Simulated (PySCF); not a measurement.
C2H4N3, charge +1, singlet, at a GFN2-xTB geometry; DF-BLYP/STO-3G (PySCF).

The PySCF input:
```python
from pyscf import gto, scf, dft

mol = gto.Mole()
mol.atom = '''
    C    -0.72438958   -0.87288884   -0.09129060
    N     0.55762667   -1.03705194   -0.15259445
    N     1.09045631    0.16973986   -0.01179850
    C     0.15167649    1.09037013    0.13747465
    N    -1.01674140    0.44847481    0.09012567
    H    -1.44403652   -1.66418423   -0.17208821
    H     2.10037297    0.28380633   -0.02835101
    H     0.29970022    2.14638776    0.27058309
    H    -1.93914925    0.86096327    0.17262278
'''
mol.basis = 'sto-3g'
mol.charge = 1
mol.verbose = 4
mol.build()

mf = dft.RKS(mol)
mf.xc = 'blyp'
mf = mf.density_fit(auxbasis='def2-universal-jkfit')
mf.kernel()
```

It wrote (shortened):

```
PySCF version 2.14.0

[INPUT] verbose = 4
[INPUT] num. atoms = 9
[INPUT] num. electrons = 36
[INPUT] charge = 1
[INPUT] spin (= nelec alpha-beta = 2S) = 0
[INPUT] symmetry False subgroup None
[INPUT] Mole.unit = angstrom
[INPUT] Symbol           X                Y                Z      unit          X                Y                Z       unit  Magmom
[INPUT]  1 C     -0.724389580000  -0.872888840000  -0.091290600000 AA   -1.368897913689  -1.649520844789  -0.172514231747 Bohr   0.0
[INPUT]  2 N      0.557626670000  -1.037051940000  -0.152594450000 AA    1.053761686053  -1.959744143549  -0.288361718629 Bohr   0.0
[INPUT]  3 N      1.090456310000   0.169739860000  -0.011798500000 AA    2.060663776704   0.320761847822  -0.022295933681 Bohr   0.0
[INPUT]  4 C      0.151676490000   1.090370130000   0.137474650000 AA    0.286627025635   2.060500920106   0.259789437570 Bohr   0.0
[INPUT]  5 N     -1.016741400000   0.448474810000   0.090125670000 AA   -1.921362785507   0.847494564666   0.170312833093 Bohr   0.0
[INPUT]  6 H     -1.444036520000  -1.664184230000  -0.172088210000 AA   -2.728833536670  -3.144852415520  -0.325199586167 Bohr   0.0
[INPUT]  7 H      2.100372970000   0.283806330000  -0.028351010000 AA    3.969129672739   0.536316236118  -0.053575644255 Bohr   0.0
[INPUT]  8 H      0.299700220000   2.146387760000   0.270583090000 AA    0.566351335272   4.056085023519   0.511327934039 Bohr   0.0
[INPUT]  9 H     -1.939149250000   0.860963270000   0.172622780000 AA   -3.664460997156   1.626984783610   0.326209777061 Bohr   0.0

nuclear repulsion = 176.487269562677
number of shells = 19
number of NR pGTOs = 87
number of NR cGTOs = 29
basis = sto-3g
ecp = {}

******** <class 'pyscf.df.df_jk.DFRKS'> ********
method = DFRKS
initial guess = minao
damping factor = 0
level_shift factor = 0
DIIS = <class 'pyscf.scf.diis.CDIIS'>
diis_start_cycle = 1
diis_space = 8
diis_damp = 0
SCF conv_tol = 1e-09
SCF conv_tol_grad = None
SCF max_cycles = 50
direct_scf = False
XC library pyscf.dft.libxc version 7.1.2
    S. Lehtola, C. Steigemann, M. J. T. Oliveira, and M. A. L. Marques,  SoftwareX 7, 1–5 (2018)
XC functionals = blyp
    A. D. Becke,  Phys. Rev. A 38, 3098 (1988)
    C. Lee, W. Yang, and R. G. Parr,  Phys. Rev. B 37, 785 (1988)
    B. Miehlich, A. Savin, H. Stoll, and H. Preuss,  Chem. Phys. Lett. 157, 200 (1989)
radial grids:
    Treutler-Ahlrichs [JCP 102, 346 (1995); DOI:10.1063/1.469408] (M4) radial grids

becke partition: Becke, JCP 88, 2547 (1988); DOI:10.1063/1.454033
pruning grids: <function nwchem_prune>
grids dens level: 3
symmetrized grids: False
atomic radii adjust function: <function treutler_atomic_radii_adjust>
small_rho_cutoff = 0
Set gradient conv threshold to 3.16228e-05
Initial guess from minao.
tot grids = 109176
init E= -240.836606777043
  HOMO = -0.23642908260188  LUMO = 0.0133146443665837  gap/eV = 6.79587
cycle= 1 E= -239.349975249143  delta_E= 1.49  |g|= 0.366  |ddm|=  4.4
  HOMO = -0.313815944218483  LUMO = -0.273769939866309  gap/eV = 1.08971
cycle= 2 E= -239.200607112862  delta_E= 0.149  |g|= 0.774  |ddm|= 1.61
  HOMO = -0.418523194742356  LUMO = -0.228940423884641  gap/eV = 5.15881
cycle= 3 E= -239.395455543846  delta_E= -0.195  |g|= 0.0449  |ddm|= 1.12
  HOMO = -0.410930065517018  LUMO = -0.228303891219333  gap/eV = 4.96951
cycle= 4 E= -239.395681513696  delta_E= -0.000226  |g|= 0.0398  |ddm|= 0.118
  HOMO = -0.412375758041528  LUMO = -0.226713026971804  gap/eV = 5.05214
cycle= 5 E= -239.39617657128  delta_E= -0.000495  |g|= 0.00703  |ddm|= 0.0586
  HOMO = -0.413387350841564  LUMO = -0.227260722047534  gap/eV = 5.06476
cycle= 6 E= -239.396187817168  delta_E= -1.12e-05  |g|= 0.00357  |ddm|= 0.0125
  HOMO = -0.41355639628264  LUMO = -0.227538970906725  gap/eV = 5.06179
cycle= 7 E= -239.396191890155  delta_E= -4.07e-06  |g|= 0.000678  |ddm|= 0.00568
  HOMO = -0.413439139183513  LUMO = -0.227460169205459  gap/eV = 5.06075
cycle= 8 E= -239.396192028572  delta_E= -1.38e-07  |g|= 0.000255  |ddm|= 0.0011
  HOMO = -0.413437062062291  LUMO = -0.227444914131335  gap/eV = 5.06110
cycle= 9 E= -239.396192047089  delta_E= -1.85e-08  |g|= 1.94e-05  |ddm|= 0.000318
  HOMO = -0.413437411751252  LUMO = -0.227445960669003  gap/eV = 5.06109
cycle= 10 E= -239.396192047212  delta_E= -1.23e-10  |g|= 1.49e-06  |ddm|= 2.93e-05
  HOMO = -0.413437143210701  LUMO = -0.227445980949107  gap/eV = 5.06108
Extra cycle  E= -239.396192047211  delta_E= 7.96e-13  |g|= 2.3e-06  |ddm|= 5.14e-06
converged SCF energy = -239.396192047211
```
